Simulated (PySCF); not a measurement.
Bonding in Si(vinyl)3(OiPr)

Species: Si(vinyl)3(OiPr), C9H16OSi.
Structure used (PBE0-D3(BJ)/def2-SVP), in Å, numbered top down from 1:
```xyz
27
C9H16OSi angstrom
Si     0.4126    0.8590   -0.2660
C      0.2889    1.4012    1.5251
C      0.9726    0.8606    2.5419
H     -0.4473    2.1818    1.7627
H      1.7156    0.0714    2.3806
H      0.8225    1.1764    3.5809
C      2.1004    0.1270   -0.6182
C      3.2461    0.4755   -0.0195
H      2.1530   -0.6094   -1.4329
H      3.2736    1.2132    0.7904
H      4.2116    0.0484   -0.3145
C      0.0451    2.2762   -1.4152
C     -1.0143    2.2891   -2.2325
H      0.7309    3.1341   -1.4258
H     -1.7150    1.4475   -2.2559
H     -1.2222    3.1277   -2.9070
O     -0.7691   -0.2717   -0.6169
C     -0.9430   -1.4904    0.0817
C     -1.0878   -2.6054   -0.9371
C     -2.1448   -1.3763    1.0023
H     -0.0467   -1.6993    0.7014
H     -1.9616   -2.4148   -1.5794
H     -1.2212   -3.5803   -0.4442
H     -0.1975   -2.6578   -1.5808
H     -1.9984   -0.5610    1.7257
H     -3.0491   -1.1575    0.4132
H     -2.3073   -2.3110    1.5605
```

Bond orders from the PBE0/pcSseg-1 density (PySCF). The structure is a single PBE0-D3(BJ)/def2-SVP conformer in the gas phase; no vibrational or solvent corrections.

Problem. Give the Mayer order of every bond between heavy atoms, beside its length.

Solution. 
```tsv
bond	length (Å)	Mayer order
Si1–C2	1.875	0.839
Si1–C7	1.873	0.855
Si1–C12	1.861	0.886
Si1–O17	1.673	0.930
C2–C3	1.339	1.976
C7–C8	1.339	1.970
C12–C13	1.338	1.991
O17–C18	1.415	0.854
C18–C19	1.517	1.043
C18–C20	1.518	1.041
```

Bonds between the same two heavy elements. C–Si: lowest Si1–C2 (0.839, 1.875 Å), highest Si1–C12 (0.886, 1.861 Å). C–C: lowest C18–C20 and C18–C19 (1.041, 1.518 Å), highest C12–C13 (1.991, 1.338 Å). Bonds named together lie within 0.004.

Problem. And the bonds to hydrogen?

Solution. C–H: 0.93 to 0.97 (16 bonds).

Problem. Sum the orders of all bonds at each heavy atom with more than one neighbour.

Solution. Si1 3.510, C2 3.758, C3 3.875, C7 3.765, C8 3.871, C12 3.814, C13 3.886, O17 1.784, C18 3.863, C19 3.928, C20 3.922. Orders between atoms that aren't bonded are not in these sums.

For a closed shell the Mayer order of atoms A and B is Σ (PS)μν (PS)νμ over the basis functions μ on A and ν on B, with P the density and S the overlap matrix.
